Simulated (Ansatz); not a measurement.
Abridged output of a molecular run in Ansatz:

```
Functional definition: HF
1103 factors; integrals over basis functions are off by at most 8.7e-4 eV
mean field evaluation 1: about -61695.8415 eV, gradient 1.8e1 eV
mean field evaluation 2: about -61695.8537 eV, gradient 1.8e1 eV
mean field evaluation 4: about -61697.1058 eV, gradient 3.4e0 eV
mean field evaluation 8: about -61697.1367 eV, gradient 1.1e-3 eV
mean field -61697.13668175 eV, -2267.3279532331 hartree, gradient 2.9e-6 eV, S^2 0.000000; 0 other end points of the search recorded, 0 dependent functions left out
25 core orbitals not correlated: weight in the atoms' cores, before any rotation towards them, 0.992 or more for the frozen orbitals, at most 0.012 for the correlated occupied ones
reference -61697.13668175 eV, -2267.3279532331 hartree; 10, 10 occupied and 66, 66 virtual orbitals, 1103 factors
second order -11.33018069 eV of doubles, -0.00000000 eV of singles
cycle   1  -11.65617933 eV  change   -3.3e-1 eV  update   1.1e-1
cycle   2  -12.09658881 eV  change   -4.4e-1 eV  update   3.6e-2
cycle   3  -12.21162928 eV  change   -1.2e-1 eV  update   1.9e-2
cycle   4  -12.21040285 eV  change    1.2e-3 eV  update   5.7e-3
cycle   5  -12.21264752 eV  change   -2.2e-3 eV  update   2.9e-3
cycle   6  -12.21270173 eV  change   -5.4e-5 eV  update   1.0e-3
cycle   7  -12.21243486 eV  change    2.7e-4 eV  update   4.5e-4
cycle   8  -12.21250271 eV  change   -6.8e-5 eV  update   1.7e-4
cycle   9  -12.21246652 eV  change    3.6e-5 eV  update   5.1e-5
cycle  10  -12.21243574 eV  change    3.1e-5 eV  update   2.1e-5
cycle  11  -12.21244598 eV  change   -1.0e-5 eV  update   8.5e-6
perturbative correction -0.56103421 eV, -0.0206176268 hartree
Total energy: -61709.91016194 eV, -2267.7973699718 hartree
```

Its atoms:

Z-matrix (Å, degrees):
```
Ga
Te 1 2.820
C 1 1.982 2 56.1
H 1 1.554 2 110.0 3 106.0
H 1 1.554 2 110.0 3 -106.0
C 2 2.231 1 75.4 3 -0.0
H 6 1.073 2 127.5 1 -180.0
```

Task: Which basis set was used?
A. cc-pV(T+d)Z
B. def2-QZVPP
C. def2-SVPD
D. def2-SVP

Result: D. It gives 101 functions.

Task: Write the keys of the input that set method, charge and spin (a neutral closed shell needs none for the last two).

Result: 
```yaml
correlation: {method: ccsd_t, frozen_orbitals: {C: 1, Ga: 14, H: 0, Te: 9}}
```
